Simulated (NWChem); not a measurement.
All runs are NWChem calculations. System: CF (+1), charge 1, spin multiplicity 1, at a geometry optimised with PBE0/def2-SVP. The structure started from a generated list of species. Level: CR-EOMCCSD(T)/aug-cc-pVDZ, 2 core orbitals frozen.

Job file:

```
start mol
memory heap 100 mb stack 700 mb global 1900 mb
charge 1
geometry units angstroms nocenter noautoz
  C      0.000000     0.000000     0.692096
  F      0.000000     0.000000    -0.461397
  symmetry group C2v
end
basis spherical
  * library aug-cc-pvdz
end
scf
  rhf
  nopen 0
  maxiter 100
  thresh 1e-7
  semidirect memsize 60000000 filesize 0
end
tce
  freeze core 2
  creomsd(t)
  nroots 1
  2eorb
  2emet 13
  thresh 1e-5
  maxiter 200
  tilesize 24
end
task tce energy
```

Output (cleaned and shortened):

```
             Northwest Computational Chemistry Package (NWChem) 7.3.0
             --------------------------------------------------------

                                NWChem Input Module
                                -------------------

 Scaling coordinates for geometry "geometry" by  1.889725989
 (inverse scale =  0.529177249)

 Turning off AUTOSYM since
 SYMMETRY directive was detected!

                             Geometry "geometry" -> ""
                             -------------------------

 Output coordinates in angstroms (scale by  1.889725989 to convert to a.u.)

  No.       Tag          Charge          X              Y              Z
 ---- ---------------- ---------- -------------- -------------- --------------
    1 C                    6.0000     0.00000000     0.00000000     0.69209600
    2 F                    9.0000     0.00000000     0.00000000    -0.46139700

 Effective nuclear repulsion energy (a.u.)      24.7730774664

            Nuclear Dipole moment (a.u.)
            ----------------------------
        X                 Y               Z
 ---------------- ---------------- ----------------
     0.0000000000     0.0000000000     0.0000056692

      Symmetry information
      --------------------

 Group name             C2v
 Group number             16
 Group order               4
 No. of unique centers     2

      Symmetry unique atoms

     1    2


 Summary of "ao basis" -> "" (spherical)
 ------------------------------------------------------------------------------
       Tag                 Description            Shells   Functions and Types
 ---------------- ------------------------------  ------  ---------------------
 *                        aug-cc-pvdz                 on all atoms

 Summary of "ao basis" -> "ao basis" (spherical)
 ------------------------------------------------------------------------------
       Tag                 Description            Shells   Functions and Types
 ---------------- ------------------------------  ------  ---------------------
 C                        aug-cc-pvdz                9       23   4s3p2d
 F                        aug-cc-pvdz                9       23   4s3p2d

                                 NWChem SCF Module
                                 -----------------

  ao basis        = "ao basis"
  functions       =    46
  atoms           =     2
  closed shells   =     7
  open shells     =     0
  charge          =   1.00
  wavefunction    = RHF
  use symmetry    = T
  symmetry adapt  = T

 Summary of "ao basis" -> "ao basis" (spherical)
 ------------------------------------------------------------------------------
       Tag                 Description            Shells   Functions and Types
 ---------------- ------------------------------  ------  ---------------------
 C                        aug-cc-pvdz                9       23   4s3p2d
 F                        aug-cc-pvdz                9       23   4s3p2d

      Symmetry analysis of basis
      --------------------------

        a1         22
        a2          4
        b1         10
        b2         10

 Forming initial guess at       0.0s

      Superposition of Atomic Density Guess
      -------------------------------------

 Sum of atomic energies:        -137.05560644

 Renormalizing density from      15.00 to     14

      Non-variational initial energy
      ------------------------------

 Total energy =    -131.419946
 1-e energy   =    -222.291592
 2-e energy   =      66.098569
 HOMO         =      -0.906494
 LUMO         =      -0.480665

      Symmetry analysis of molecular orbitals - initial
      -------------------------------------------------

 !! scf_movecs_sym_adapt:   28 vectors were symmetry contaminated

  Symmetry fudging

 !! scf_movecs_sym_adapt:   26 vectors were symmetry contaminated

  Numbering of irreducible representations:

     1 a1          2 a2          3 b1          4 b2

  Orbital symmetries:

     1 a1          2 a1          3 a1          4 a1          5 b1
     6 b2          7 a1          8 b1          9 b2         10 a1
    11 a1         12 b2         13 b1         14 a1         15 a1
    16 b1         17 b2

 Starting SCF solution at       0.1s

 ----------------------------------------------
         Quadratically convergent ROHF

 Convergence threshold     :          1.000E-07
 Maximum no. of iterations :          100
 Final Fock-matrix accuracy:          1.000E-09
 ----------------------------------------------

              iter       energy          gnorm     gmax       time
             ----- ------------------- --------- --------- --------
                 1     -136.6448026082  2.29D+00  8.07D-01      0.1
                 2     -136.8497752865  3.44D-01  1.19D-01      0.1
                 3     -136.8580560095  1.26D-01  3.55D-02      0.1
                 4     -136.8588192776  4.33D-03  1.47D-03      0.2
                 5     -136.8588203944  1.17D-05  4.85D-06      0.2
                 6     -136.8588203944  2.61D-09  7.88D-10      0.2

       Final RHF  results
       ------------------

         Total SCF energy =   -136.858820394449
      One-electron energy =   -231.746322596975
      Two-electron energy =     70.114424736096
 Nuclear repulsion energy =     24.773077466429

        Time for solution =      0.0s

       Symmetry analysis of molecular orbitals - final
       -----------------------------------------------

  Numbering of irreducible representations:

     1 a1          2 a2          3 b1          4 b2

  Orbital symmetries:

     1 a1          2 a1          3 a1          4 a1          5 b2
[...]
 Iteration  21 using   21 trial vectors
   0.0000138463216   0.5515199872219   15.00763     0.1     0.1

 Iteration  22 using   22 trial vectors
   0.0000056051852   0.5515200038470   15.00763     0.1     0.1
 --------------------------------------------------------------
 Iterations converged
 ------------------

 Excited state root  1
 Excitation energy / hartree =        0.551520003846994
                   / eV      =       15.007629281754086
 largest EOMCCSD amplitudes: R1 and R2

 Singles contributions
    10a1  (alpha) ---     7a1  (alpha)        0.3652955328
    14a1  (alpha) ---     7a1  (alpha)       -0.1364544647
    17a1  (alpha) ---     7a1  (alpha)        0.1711272418
     8b1  (alpha) ---     6b1  (alpha)        0.5373063751
     9b2  (alpha) ---     5b2  (alpha)        0.5373063751

 Doubles contributions
     8b1  (alpha)     8b1  (beta ) ---     7a1  (alpha)     7a1  (beta )        0.1339023926
     8b1  (alpha)     8b1  (beta ) ---     6b1  (alpha)     6b1  (beta )       -0.1419938270
     9b2  (alpha)     9b2  (beta ) ---     7a1  (alpha)     7a1  (beta )        0.1339023926
     9b2  (alpha)     9b2  (beta ) ---     5b2  (alpha)     5b2  (beta )       -0.1419938270
======= CR-EOMCCSD(T) calculation ======
corresponding R0 value =    -0.071637

CR-EOMCCSD(T) Intermediates cpu wall time             0.4            0.4
 cr_N i1_1 nr of boxes                    72
 cr_N i1_2 nr of boxes                   126
 creom_N i2_1 nr of boxes                    72
 creom_N i2_2 nr of boxes                   126
 creom_N i2_3 nr of boxes                    72
 creom_N i2_4 nr of boxes                   126

CR-EOMCCSD(T) triples loop cpu wall             0.3            0.3

 CR-EOMCCSD(T)  total energy / hartree       =      -136.608099241319564
 CR-EOMCCSD(T)  excitation energy (eV)       =     15.05752

 =========================================
 Excited-state calculation ( a2  symmetry)
 =========================================
 Dim. of EOMCC iter. space      500

 EOMCCSD SOLVER TYPE  1
  maxdiff =   0.92804595045904759

 No. of initial right vectors    2

 EOM-CCSD right-hand side iterations
 --------------------------------------------------------------
      Residuum       Omega / hartree  Omega / eV    Cpu    Wall
 --------------------------------------------------------------

 Iteration   1 using    2 trial vectors
   0.8374039055831   0.6340680780696   17.25388     0.2     0.2

 Iteration   2 using    3 trial vectors
   0.1661463569772   0.4603629641184   12.52712     0.1     0.1

 Iteration   3 using    4 trial vectors
   0.0653708854025   0.4504790588711   12.25816     0.1     0.1

 Iteration   4 using    5 trial vectors
   0.0222562634195   0.4480382995389   12.19175     0.1     0.1

 Iteration   5 using    6 trial vectors
   0.0076683603966   0.4474690611129   12.17626     0.1     0.1

 Iteration   6 using    7 trial vectors
   0.0023005601000   0.4474280240067   12.17514     0.1     0.1

 Iteration   7 using    8 trial vectors
   0.0007095877345   0.4474505798532   12.17575     0.1     0.1

 Iteration   8 using    9 trial vectors
   0.0002120283787   0.4474535387932   12.17584     0.1     0.1

 Iteration   9 using   10 trial vectors
   0.0000572223971   0.4474557841529   12.17590     0.1     0.1

 Iteration  10 using   11 trial vectors
   0.0000163205541   0.4474556172519   12.17589     0.1     0.1

 Iteration  11 using   12 trial vectors
   0.0000053979233   0.4474555745724   12.17589     0.1     0.1
 --------------------------------------------------------------
 Iterations converged
 ------------------

 Excited state root  1
 Excitation energy / hartree =        0.447455574572449
                   / eV      =       12.175890876843987
 largest EOMCCSD amplitudes: R1 and R2

 Singles contributions
     8b1  (alpha) ---     5b2  (alpha)       -0.6470079269
     9b2  (alpha) ---     6b1  (alpha)        0.6470079269

 Doubles contributions
======= CR-EOMCCSD(T) calculation ======
corresponding R0 value =     0.000000

CR-EOMCCSD(T) Intermediates cpu wall time             0.3            0.3
 creom_N i2_1 nr of boxes                    72
 creom_N i2_2 nr of boxes                   126
 creom_N i2_3 nr of boxes                    72
 creom_N i2_4 nr of boxes                   126

CR-EOMCCSD(T) triples loop cpu wall             0.2            0.2

 CR-EOMCCSD(T)  total energy / hartree       =      -136.714488744414581
 CR-EOMCCSD(T)  excitation energy (eV)       =     12.16251

 =========================================
 Excited-state calculation ( b1  symmetry)
 =========================================
 Dim. of EOMCC iter. space      500

 EOMCCSD SOLVER TYPE  1
  maxdiff =   0.69950167680200537

 No. of initial right vectors    1

 EOM-CCSD right-hand side iterations
 --------------------------------------------------------------
      Residuum       Omega / hartree  Omega / eV    Cpu    Wall
 --------------------------------------------------------------

 Iteration   1 using    1 trial vectors
   0.5943760485805   0.4177745671575   11.36823     0.1     0.1

 Iteration   2 using    2 trial vectors
   0.1641764895636   0.3273176870360    8.90677     0.1     0.1

 Iteration   3 using    3 trial vectors
   0.0764149527228   0.3177679828364    8.64691     0.1     0.1

 Iteration   4 using    4 trial vectors
   0.0269717274473   0.3151238475306    8.57496     0.1     0.1

 Iteration   5 using    5 trial vectors
   0.0124912067780   0.3144047526677    8.55539     0.1     0.1

 Iteration   6 using    6 trial vectors
   0.0049531035903   0.3142985147369    8.55250     0.1     0.1

 Iteration   7 using    7 trial vectors
   0.0020816829674   0.3142528110582    8.55126     0.1     0.1

 Iteration   8 using    8 trial vectors
   0.0008789442902   0.3142585162279    8.55141     0.1     0.1

 Iteration   9 using    9 trial vectors
   0.0003301707702   0.3142502718740    8.55119     0.1     0.1

 Iteration  10 using   10 trial vectors
   0.0001342874631   0.3142518244296    8.55123     0.1     0.1

 Iteration  11 using   11 trial vectors
   0.0000467945986   0.3142512690549    8.55122     0.1     0.1

 Iteration  12 using   12 trial vectors
   0.0000163449821   0.3142512191516    8.55121     0.1     0.1

 Iteration  13 using   13 trial vectors
   0.0000056469174   0.3142511730905    8.55121     0.1     0.1
 --------------------------------------------------------------
 Iterations converged
 ------------------

 Excited state root  1
 Excitation energy / hartree =        0.314251173090515
                   / eV      =        8.551213145855678
 largest EOMCCSD amplitudes: R1 and R2

 Singles contributions
     8b1  (alpha) ---     4a1  (alpha)        0.1216505762
     8b1  (alpha) ---     7a1  (alpha)       -0.9288942947
    12b1  (alpha) ---     7a1  (alpha)        0.1275228021

 Doubles contributions
======= CR-EOMCCSD(T) calculation ======
corresponding R0 value =     0.000000

CR-EOMCCSD(T) Intermediates cpu wall time             0.3            0.3
 creom_N i2_1 nr of boxes                    72
 creom_N i2_2 nr of boxes                   126
 creom_N i2_3 nr of boxes                    72
 creom_N i2_4 nr of boxes                   126

CR-EOMCCSD(T) triples loop cpu wall             0.2            0.2

 CR-EOMCCSD(T)  total energy / hartree       =      -136.853595791264780
 CR-EOMCCSD(T)  excitation energy (eV)       =      8.37721

 =========================================
 Excited-state calculation ( b2  symmetry)
 =========================================
 Dim. of EOMCC iter. space      500

 EOMCCSD SOLVER TYPE  1
  maxdiff =   0.69950167680200692

 No. of initial right vectors    1

 EOM-CCSD right-hand side iterations
 --------------------------------------------------------------
      Residuum       Omega / hartree  Omega / eV    Cpu    Wall
 --------------------------------------------------------------

 Iteration   1 using    1 trial vectors
   0.5943760485805   0.4177745671575   11.36823     0.1     0.1

 Iteration   2 using    2 trial vectors
   0.1641764895636   0.3273176870360    8.90677     0.1     0.1

 Iteration   3 using    3 trial vectors
   0.0764149527228   0.3177679828364    8.64691     0.1     0.1

 Iteration   4 using    4 trial vectors
   0.0269717274473   0.3151238475306    8.57496     0.1     0.1

 Iteration   5 using    5 trial vectors
   0.0124912067780   0.3144047526677    8.55539     0.1     0.1

 Iteration   6 using    6 trial vectors
   0.0049531035903   0.3142985147369    8.55250     0.1     0.1

 Iteration   7 using    7 trial vectors
   0.0020816829674   0.3142528110582    8.55126     0.1     0.1

 Iteration   8 using    8 trial vectors
   0.0008789442902   0.3142585162279    8.55141     0.1     0.1

 Iteration   9 using    9 trial vectors
   0.0003301707702   0.3142502718740    8.55119     0.1     0.1

 Iteration  10 using   10 trial vectors
   0.0001342874631   0.3142518244296    8.55123     0.1     0.1

 Iteration  11 using   11 trial vectors
   0.0000467945986   0.3142512690549    8.55122     0.1     0.1

 Iteration  12 using   12 trial vectors
   0.0000163449821   0.3142512191516    8.55121     0.1     0.1

 Iteration  13 using   13 trial vectors
   0.0000056469174   0.3142511730905    8.55121     0.1     0.1
 --------------------------------------------------------------
 Iterations converged
 ------------------

 Excited state root  1
 Excitation energy / hartree =        0.314251173090516
                   / eV      =        8.551213145855700
 largest EOMCCSD amplitudes: R1 and R2

 Singles contributions
     9b2  (alpha) ---     4a1  (alpha)        0.1216505762
     9b2  (alpha) ---     7a1  (alpha)       -0.9288942947
    13b2  (alpha) ---     7a1  (alpha)        0.1275228021

 Doubles contributions
======= CR-EOMCCSD(T) calculation ======
corresponding R0 value =     0.000000

CR-EOMCCSD(T) Intermediates cpu wall time             0.3            0.3
 creom_N i2_1 nr of boxes                    72
 creom_N i2_2 nr of boxes                   126
 creom_N i2_3 nr of boxes                    72
 creom_N i2_4 nr of boxes                   126

CR-EOMCCSD(T) triples loop cpu wall             0.2            0.2

 CR-EOMCCSD(T)  total energy / hartree       =      -136.853595791264780
 CR-EOMCCSD(T)  excitation energy (eV)       =      8.37721

 Task  times  cpu:       10.6s     wall:       10.6s

 Total times  cpu:       10.6s     wall:       10.6s
```
